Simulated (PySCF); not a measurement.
**How methods differ on the ionisation energy of Au⁺**

Au⁺ [Xe] 4f14 5d10 (1S) → Au²⁺ [Xe] 4f14 5d9 (2D), as a difference of total energies. Calculation: PySCF 2.14, in def2-QZVPPD with the def2 core potential (60 electrons) (7s5p4d4f2g, 88 functions); scalar relativity through the core potential. Correlated levels: valence: 5s2 5p6 frozen. The calculations carry no spin-orbit coupling.

```json
{"method": "UHF", "ionisation energy (eV)": "18.974", "difference from reference (eV)": "-1.229"}
{"method": "MP2 (valence)", "ionisation energy (eV)": "20.937", "difference from reference (eV)": "+0.734"}
{"method": "SCS-MP2 (valence)", "ionisation energy (eV)": "20.764", "difference from reference (eV)": "+0.561"}
{"method": "CCSD (valence)", "ionisation energy (eV)": "20.563", "difference from reference (eV)": "+0.360"}
{"method": "CCSD(T) (valence)", "ionisation energy (eV)": "20.683", "difference from reference (eV)": "+0.480"}
```

Reference: 20.203 ± 0.025 eV (measured; NIST Atomic Spectra Database, ionization energies).

The reference lies between the lowest fine-structure levels, while these numbers refer to the centres of the terms.

Errors of the correlated levels include the incompleteness of this basis and the frozen core.
